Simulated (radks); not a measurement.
Task: Coherent X-ray form factor from a spherical all-electron density. All-electron calculation, Dirac Kohn-Sham, PBEsol, spin-unpolarised, spherical densities, point nucleus. Program: a radial shooting solver on a logarithmic mesh with Libxc functionals.

sin(theta)/lambda (1/angstrom),f0 (electrons)
0.05,45.719
0.1,44.896
0.15,43.586
0.2,41.875
0.25,39.866
0.3,37.670
0.4,33.130
0.5,28.919
0.6,25.395
0.8,20.521
1,17.583
1.25,14.901
1.5,12.487
2,8.551

The species is in the configuration that NIST lists as its ground one. Which atom or ion scatters so?

Result: The xenon ion Xe8+, [Kr] 4d10. Extrapolating in s^2 from the first two rows gives f0(0) = 46.0, near the electron count 46; among species with that count, the fall with angle is slower the higher Z, and the table is that of Z = 54; from so few rows the species is fixed only to a neighbour or two.
